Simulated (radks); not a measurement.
Values are calculated unless marked as measured or tabulated.
Question: The mean radii <r> (bohr) of the occupied orbitals of an atom or ion are listed with their occupations. Code: a radial shooting solver on a logarithmic mesh with Libxc functionals. Model: Dirac Kohn-Sham, PBE, spin-unpolarised, spherical densities, point nucleus.

orbital  occ.      <r>
1s1/2       2  0.03706
2s1/2       2   0.1623
2p1/2       2   0.1387
2p3/2       4   0.1430
3s1/2       2   0.4583
3p1/2       2   0.4549
3p3/2       4   0.4654
3d3/2       4   0.4505
3d5/2       6   0.4540
4s1/2       2    1.213
4p1/2       2    1.348
4p3/2       4    1.379
5s1/2       2    3.733
4d3/2       2    2.286

Name the element and its charge. Open shells, if any, fill j = l - 1/2 first.

Answer: Z = 40, zirconium, charge 0: Zr in [Kr] 4d2 5s2. The 1s radius gives Z: for a bare nucleus <r> = (2 gamma + 1)/(2Z) with gamma = sqrt(1 - (Z/c)^2), 0.03641 bohr for Z = 40, and screening makes it slightly larger (0.03706 here). The occupations add up to 40, and the charge is Z minus that.
